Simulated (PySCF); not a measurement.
**Predicted spectroscopic data**

A single conformation, rapidly exchanging positions averaged, non-relativistic, no solvent model. Couplings computed with B3LYP/pcJ-1 (spin–dipole term left out of most H,H and C,H couplings); geometry from PBE0-D3(BJ)/def2-SVP; GIAO PBE0/pcSseg-1 shieldings; PySCF 2.14.

References, each an isolated molecule treated in the same way: ¹H (31.27 ppm) and ¹³C (184.41 ppm) vs TMS. Multiplet labels drop J under 1 Hz and among equivalent protons, and merge close values. Unscaled 3J(H,H) run several per cent high. Carbons bonded to boron are broad in practice. Shifts are as computed. Against solution values, carbons near 30 ppm lie about +2 ppm off and those near 130 ppm about +5 ppm. Of 1211 compounds with measured shifts, 218 miss one by over three times the rms of a fit or turn the order of signals round; such compounds aren't used in these exercises. OH and NH positions are gas-phase values without hydrogen bonding to other molecules.

**1.** para-Tolunitrile (Cc1ccc(C#N)cc1, C8H7N). ¹H NMR (600 MHz, computed): δ 7.66 (d, J = 8.9 Hz, 2H), 7.37 (d, J = 8.9 Hz, 2H), 2.45 (s, 3H). ¹³C{¹H} NMR (computed): δ 148.2 (C), 139.3 (CH), 134.8 (CH), 124.3 (C), 115.1 (C), 23.6 (CH3).

**2.** `C#CB(O)O`, C2H3BO2. ¹H NMR (600 MHz, computed): δ 4.04 (br s, 2H), 2.19 (s, 1H). ¹³C{¹H} NMR (computed): δ 95.0, 85.9.
